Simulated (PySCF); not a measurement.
Isomers of C2H15NSi4, from PySCF, PBE0-D3(BJ)/def2-SVP geometry optimisation, gas phase. One conformer each, no zero-point energy, no frequencies.

Question: Which isomer lies lower at this level?
A. `[CH3:1][N:2]([CH3:3])[Si@H:4]([SiH3:5])[SiH2:6][SiH3:7]` with C1–N2–Si4–Si5 -88°, N2–Si4–Si6–Si7 -37°: A = 1380, B = 761.3, C = 565.3 MHz, dipole 1.18 D
B. `[CH3:1][N:2]([CH3:3])[SiH2:4][SiH:5]([SiH3:6])[SiH3:7]` with C1–N2–Si4–Si5 148°, N2–Si4–Si5–Si6 -38°: A = 1377, B = 723.4, C = 623.0 MHz, dipole 1.18 D

Answer: B. That is `CN(C)[SiH2][SiH]([SiH3])[SiH3]`, 2.6 kcal/mol below the other.

```
                         SMILES                                            mapped SMILES       E (Eh)  relative (kcal/mol)  relative (kJ/mol)  dipole (D)
 CN(C)[SiH2][SiH]([SiH3])[SiH3]   [CH3:1][N:2]([CH3:3])[SiH2:4][SiH:5]([SiH3:6])[SiH3:7]  -1296.86124                  0.0                0.0        1.18
CN(C)[Si@H]([SiH3])[SiH2][SiH3]  [CH3:1][N:2]([CH3:3])[Si@H:4]([SiH3:5])[SiH2:6][SiH3:7]  -1296.85717                  2.6               10.7        1.18
```
